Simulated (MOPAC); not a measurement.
MOPAC input (MNDO):

```
MNDO 1SCF CHARGE=1 GEO-OK AUX(PRECISION=9) THREADS=1
C2H3

C    -0.57953100 1   -0.00171300 1   -0.00616400 1
C     0.67202200 1    0.00198600 1    0.00714800 1
H     1.75324300 1    0.00518200 1    0.01864900 1
H    -1.15674200 1    0.93590400 1   -0.02445500 1
H    -1.15144900 1   -0.94272600 1   -0.00009700 1
```

From the output:

```
                                                       MOPAC v23.2.5 Linux

          FINAL HEAT OF FORMATION =        267.42232 KCAL/MOL =    1118.89497 KJ/MOL

          COSMO AREA              =         69.33 SQUARE ANGSTROMS
          COSMO VOLUME            =         51.34 CUBIC ANGSTROMS

          IONIZATION POTENTIAL    =         18.648662 EV
          HOMO LUMO ENERGIES (EV) =        -18.649 -8.451
          NO. OF FILLED LEVELS    =          5
          MOLECULAR WEIGHT        =         27.0457         POINT GROUP:  C2v

          MOLECULAR DIMENSIONS (Angstroms)

            Atom       Atom       Distance
            H     5    H     3     3.05551
            H     4    H     3     1.78780
            C     1    C     2     0.00000

          SCF CALCULATIONS        =          1

   ATOM   CHEMICAL          X               Y               Z
  NUMBER   SYMBOL      (ANGSTROMS)     (ANGSTROMS)     (ANGSTROMS)

     1       C         -0.57953100  *  -0.00171300  *  -0.00616400  *
     2       C          0.67202200  *   0.00198600  *   0.00714800  *
     3       H          1.75324300  *   0.00518200  *   0.01864900  *
     4       H         -1.15674200  *   0.93590400  *  -0.02445500  *
     5       H         -1.15144900  *  -0.94272600  *  -0.00009700  *

                             CARTESIAN COORDINATES

   1    C       -0.579531000    -0.001713000    -0.006164000
   2    C        0.672022000     0.001986000     0.007148000
   3    H        1.753243000     0.005182000     0.018649000
   4    H       -1.156742000     0.935904000    -0.024455000
   5    H       -1.151449000    -0.942726000    -0.000097000

           Empirical Formula: C2 H3  =     5 atoms

      MOLECULAR POINT GROUP   :   C2v

                  EIGENVALUES
 -43.81765 -28.91425 -22.85682 -22.14979 -18.64866  -8.45134  -6.20893  -3.31665
  -2.52396  -2.11634  -1.24641

              NET ATOMIC CHARGES AND DIPOLE CONTRIBUTIONS

  ATOM NO.   TYPE          CHARGE      No. of ELECS.   s-Pop       p-Pop
    1          C          -0.069498        4.0695     1.22904     2.84046
    2          C           0.383246        3.6168     1.32228     2.29447
    3          H           0.233793        0.7662     0.76621
    4          H           0.226229        0.7738     0.77377
    5          H           0.226229        0.7738     0.77377
 DIPOLE           X         Y         Z       TOTAL
 POINT-CHG.     0.793     0.002     0.008     0.793
 HYBRID         0.059     0.000     0.001     0.059
 SUM            0.853     0.003     0.009     0.853

          ATOMIC ORBITAL ELECTRON POPULATIONS

     Atom    s        px        py        pz
    1  C   1.22904   0.92309   1.02812   0.88925
    2  C   1.32228   0.97580   0.20806   1.11061
    3  H   0.76621
    4  H   0.77377
    5  H   0.77377

 **********************
 *                    *
 * JOB ENDED NORMALLY *
 *                    *
 **********************

 == MOPAC DONE ==
```

The dipole moment of an ion depends on the origin.

The geometry given is a B3LYP-D3(BJ)/def2-TZVP minimum.
